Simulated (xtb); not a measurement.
Sn(nBu)(OH)3 (C4H12O3Sn), SMILES CCC[CH2][Sn]([OH])([OH])[OH]. All values are semi-empirical tight-binding results from xtb (GFN2-xTB unless named), good for trends rather than for accurate numbers. Geometry: GFN2-xTB. The isomer is the one that the SMILES or the coordinates give; other isomers of the formula were not compared. One conformer was computed; it need not be the lowest.

For metal compounds this method's bond lengths and energies can be far off.

The orbital gap comes out as 4.06 eV, the zero-point energy is 98.0 kcal/mol and the G − E(el) at 298.15 K (modified RRHO) is 72.0 kcal/mol.
